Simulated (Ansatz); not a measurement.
Ideal-gas functions of CH4BFO, SMILES `BOCF` at 500 K and 1 bar, from an Ansatz frequency run at PBE0-D4/def2-TZVP.

Molar mass 61.85 g/mol, point group C1 (symmetry number 1), electronic degeneracy 1, moments of inertia 20.133, 100.252, 104.216 u Å². Harmonic wavenumbers (cm⁻¹, unscaled): 80, 369, 405, 561, 978, 1046, 1054, 1106, 1181, 1231, 1289, 1381, 1464, 1526, 2564, 2679, 3051, 3126.

Use S(trans) = R[1.5 ln M + 2.5 ln T − 1.1517]; rotational temperatures θ = 24.2544 K / I; S(rot) = R[ln(√π/σ · √(T³/θAθBθC)) + 1.5]; for each mode x = 1.438777 ν̃/T, S = R[x/(eˣ − 1) − ln(1 − e⁻ˣ)] and H = RT x/(eˣ − 1); 1 cm⁻¹ = 0.0119627 kJ/mol; R = 8.31446 J/(mol·K).

Problem. By hand: the entropy, in J/(mol·K).

Solution. Translation 171.0. Rotation: θ = 1.2047, 0.2419, 0.2327 K, giving 105.9. Vibration, mode by mode: 20.54, 8.20, 7.50, 5.18, 2.01, 1.72, 1.69, 1.50, 1.26, 1.12, 0.98, 0.79, 0.65, 0.56, 0.04, 0.03, 0.01, 0.01, in all 53.8. Electronic 0.0. Sum 330.7 J/(mol·K).

Problem. By hand: H − E and G − E in kJ/mol, counted from the electronic energy.

Solution. Zero-point energy ½ × 25091 × 0.0119627 = 150.1; thermal vibration 14.7; translation, rotation and pV give 4 RT = 16.6. H − E = 181.4 kJ/mol, and G − E = 181.4 − 500 × 330.7/1000 = 16.1 kJ/mol.

Vibration gives 16 % of the entropy, 20.5 J/(mol·K) of it from the mode under 150 cm⁻¹: soft modes count most, and the harmonic formula is weakest for them. The sum counts one conformer and one mirror image; others add a mixing term.
